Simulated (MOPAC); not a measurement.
MOPAC input (AM1):

```
AM1 1SCF UHF MS=0.5 GEO-OK AUX(PRECISION=9) THREADS=1
HO2Si

Si   -0.35855400 1   -0.10157500 1   -0.14483900 1
O    -0.54971100 1   -0.17916400 1    1.36867800 1
O     1.04414900 1    0.31503800 1   -0.88422000 1
H     1.06425400 1    0.33505100 1   -1.84792100 1
```

From the output:

```
                                                       MOPAC v23.2.5 Linux

          FINAL HEAT OF FORMATION =        -77.96818 KCAL/MOL =    -326.21886 KJ/MOL

          COSMO AREA              =         88.20 SQUARE ANGSTROMS
          COSMO VOLUME            =         74.37 CUBIC ANGSTROMS

          IONIZATION POTENTIAL    =          8.508414 EV
          ALPHA SOMO LUMO (EV)    =         -8.508 -0.132
          BETA  SOMO LUMO (EV)    =        -11.722 -0.247
          NO. OF ALPHA ELECTRONS  =          9
          NO. OF BETA  ELECTRONS  =          8
          MOLECULAR WEIGHT        =         61.0922         POINT GROUP:  Cs

          MOLECULAR DIMENSIONS (Angstroms)

            Atom       Atom       Distance
            H     4    O     2     3.63536
            O     3   Si     1     0.95038
           Si     1    H     4     0.00000

          SCF CALCULATIONS        =          1

   ATOM   CHEMICAL          X               Y               Z
  NUMBER   SYMBOL      (ANGSTROMS)     (ANGSTROMS)     (ANGSTROMS)

     1      Si         -0.35855400  *  -0.10157500  *  -0.14483900  *
     2       O         -0.54971100  *  -0.17916400  *   1.36867800  *
     3       O          1.04414900  *   0.31503800  *  -0.88422000  *
     4       H          1.06425400  *   0.33505100  *  -1.84792100  *

                             CARTESIAN COORDINATES

   1   Si       -0.358554000    -0.101575000    -0.144839000
   2    O       -0.549711000    -0.179164000     1.368678000
   3    O        1.044149000     0.315038000    -0.884220000
   4    H        1.064254000     0.335051000    -1.847921000

           Empirical Formula: H O2 Si  =     4 atoms

      MOLECULAR POINT GROUP   :   Cs

          ALPHA EIGENVALUES
 -36.84161 -33.92553 -18.86975 -15.51584 -14.38254 -14.00448 -12.59260 -11.61648
  -8.50841  -0.13174   1.25140   2.88582   5.36223

           BETA EIGENVALUES
 -36.49027 -33.57600 -18.78539 -14.48291 -14.23565 -13.34727 -11.79488 -11.72178
  -0.24663   0.28132   1.98055   3.30487   5.41178

              NET ATOMIC CHARGES AND DIPOLE CONTRIBUTIONS

  ATOM NO.   TYPE          CHARGE      No. of ELECS.   s-Pop       p-Pop
    1         Si           1.028015        2.9720     1.01836     1.95363
    2          O          -0.659396        6.6594     1.91694     4.74246
    3          O          -0.618692        6.6187     1.83769     4.78101
    4          H           0.250072        0.7499     0.74993
 DIPOLE           X         Y         Z       TOTAL
 POINT-CHG.    -1.854    -0.468    -4.642     5.020
 HYBRID         1.068     0.306     0.224     1.134
 SUM           -0.786    -0.162    -4.418     4.490

          ATOMIC ORBITAL ELECTRON POPULATIONS

     Atom    s        px        py        pz
    1 Si   1.01836   0.67046   0.56680   0.71637
    2  O   1.91694   1.73565   1.58028   1.42653
    3  O   1.83769   1.65013   1.85544   1.27544
    4  H   0.74993

                    (SZ)    =    0.500000
                    (S**2)  =    0.756443

          ATOMIC ORBITAL SPIN POPULATIONS

    Atom   Total    s     px     py     pz
         Atomic
    1 Si  0.7801  0.328  0.161  0.055  0.236
    2  O  0.1118  0.002  0.096 -0.036  0.050
    3  O  0.1117 -0.002  0.102  0.008  0.003
    4  H -0.0035 -0.004

 **********************
 *                    *
 * JOB ENDED NORMALLY *
 *                    *
 **********************

 == MOPAC DONE ==
```

The geometry given is a B3LYP-D3(BJ)/def2-TZVP minimum.
